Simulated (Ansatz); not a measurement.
# CH4ClGe (SMILES [CH3][GeH][Cl]): methods side by side

CH4ClGe has 7 atoms, charge 0, and is taken as a doublet. As SMILES, `[CH3][GeH][Cl]`. The shape is that of a PBE0-D4/def2-TZVP optimisation.

Quantity: the electronic atomisation energy, in eV. The values are calculated. Electronic energies at fixed atoms, without zero-point motion or spin-orbit coupling.

```csv
level,kind,program,value (eV),CPU time (all runs)
U-revPBE/def2-SVP,GGA,Ansatz,22.01,12 s
UB3LYP/def2-SVP,global hybrid,Ansatz,22.25,16 s
UCAM-B3LYP/def2-SVP,range-separated hybrid,Ansatz,22.41,18 s
UHSE06/def2-SVP,range-separated hybrid,Ansatz,22.56,20 s
UPBE-QIDH/def2-SVP,double hybrid,Ansatz,22.24,18 s
RPA@PBE0/def2-SVP,RPA,Ansatz,20.78,25 s
UBCCD(T)/def2-SVP,coupled cluster or CI,Ansatz,21.26,78 s
UCCSD/def2-SVP,coupled cluster or CI,Ansatz,21.06,40 s
```

All-electron rows without a relativistic Hamiltonian named are non-relativistic. Correlated wave functions underbind in double-zeta sets. The values span 20.78 to 22.56 eV. In the correlated wave-function rows the outer d shell of Ge is correlated, in sets not made for it. CPU times are rough (shared hosts, several kinds of processor and program).
